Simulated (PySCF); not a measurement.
## Electron correlation in Nb³⁺ (niobium, charge +3)

[Kr] 4d2, high-spin 3F determinant. All numbers are calculated (PySCF 2.14, scalar relativity by spin-free X2C-1e, in x2c-TZVPPall with one added diffuse shell each of s, p, d, f type (9s7p7d3f1g, 95 functions)). Frozen: [Ar] 3d10; 10 electrons correlated.

MP2 pair energies summed by pair of shells (mhartree):

```csv
pair,energy,share (%)
4p-4p,-104.94,48.5
4p-4d,-63.89,29.5
4s-4p,-30.50,14.1
4s-4d,-7.70,3.6
4s-4s,-5.93,2.7
4d-4d,-3.57,1.6
```

Total MP2 correlation energy: -216.53 mhartree.

Same-spin part -58.66 and opposite-spin part -157.87 mhartree; SCS-MP2 scales them by 1/3 and 6/5 to -208.99 mhartree.

This basis was not built for core-valence correlation, so the inner-shell part is incomplete.
